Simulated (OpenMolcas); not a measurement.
**What dynamic correlation does to the levels of C+**

```yaml
Program: OpenMolcas 26.06
Basis: ANO-R1 [3s2p1d]
Scalar_Hamiltonian: X2C, finite nucleus
Active_space: 3 electrons in 8 orbitals (2s 2p 3s 3p)
State_averaging: 2S+1 = 4 odd, 1 root; 2S+1 = 2 odd, 3 roots; 2S+1 = 4 even, 3 roots; 2S+1 = 2 even, 9 roots
Spin-orbit_coupling: state interaction with AMFI integrals over the reference wave functions, term energies averaged over their components
```

Methods on the same reference wave functions:
A. CASSCF
B. SS-CASPT2, IPEA 0.25 Eh, imaginary shift 0.1 Eh (closed shells correlated: 1s)

Energies in cm⁻¹ above 2s² 2p ²P°_1/2, the measured ground level; measured values from NIST Handbook of Basic Atomic Spectroscopic Data.

```tsv
Level	A	B	Measured
2s² 2p ²P°_1/2	0.0	0.0	0.0
2s² 2p ²P°_3/2	56.8	56.8	63.4
2s 2p² ⁴P_1/2	38944	41383	43003
2s 2p² ⁴P_3/2	38965	41404	43025
2s 2p² ⁴P_5/2	38999	41438	43054
2s 2p² ²D_3/2	80804	76668	74933
2s 2p² ²D_5/2	80808	76672	74930
2s 2p² ²S_1/2	99464	99428	96494
2s 2p² ²P_1/2	120281	114131	110624
2s 2p² ²P_3/2	120322	114172	110666
```

Deviations, from unrounded energies. A percentage is the sum of absolute deviations over the sum of measured energies, with the sign that they share, or ± where signs differ.

| Against measurement | Levels | A | B |
| --- | --- | --- | --- |
| mean absolute deviation (cm-1) | 9 | 5100 | 2000 |
| fine structure of the ground term (%) | 1 | -10.4 | -10.4 |
| other configurations (%) | 8 | ±7.7 | ±3.1 |

B lies closest to measurement on these levels. The largest miss of B in the table is 2s 2p² ²P_1/2, by +3500 cm-1. The ranking rests on the paired levels alone, and a cruder setting can come out closer through cancelling errors.

The lowest spin-free term lies below A's lowest term by 0.021 hartree in B.

Active for correlation alone: 3p 3s; no level in the range computed is led by a configuration that fills them, so any true level of that kind is missing. Without dynamic correlation excited terms often stand tens of per cent too high (terms of higher spin than the ground term too low), and those without a measured partner can miss by more than the paired ones (holds for A). Computed and measured levels are paired by configuration, term and J; levels that our copy of the source lacks, or whose pairing is in doubt (as where it misses far off the trend of its configuration), stay unpaired and out of the deviations. Levels of configurations outside the active space are missing. The table leaves out levels that lie high or whose names do not pair safely across all columns.

° marks odd parity.
